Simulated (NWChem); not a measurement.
Correlation energy of HAl

```xyz
2

Al     0.0000     0.0000     0.1203
H      0.0000     0.0000    -1.5639
```
Charge 0, spin multiplicity 1.

Everything below was run with NWChem. The geometry was optimised at PBE/def2-SVP, a minimum by its harmonic frequencies.

Basis set: 6-31G*. Each correlation energy counts from its own Hartree-Fock reference.

| method | correlation energy (mHa) | difference from CCSD(T) |
|---|---|---|
| CR-CCSD[T] | -61.8 | 0.0 |
| CCSD | -61.0 | +0.8 |
| CCSDT | -62.2 | -0.3 |
| MP2 | -41.6 | +20.2 |
| CCSD+T(CCSD) | -61.9 | 0.0 |
| SCS-MP2 | -48.3 | +13.6 |
| CCSD(T) | -61.9 | 0.0 |
| CR-CCSD(T) | -61.8 | +0.1 |

The values span 20.5 mHa, from CCSDT (lowest) to MP2 (highest). 

The correlated methods keep 5 core orbitals frozen. The Pople sets run with spherical d functions. The structure started from a generated list of species. Differences from the coupled-cluster row are differences between methods, not errors against experiment.
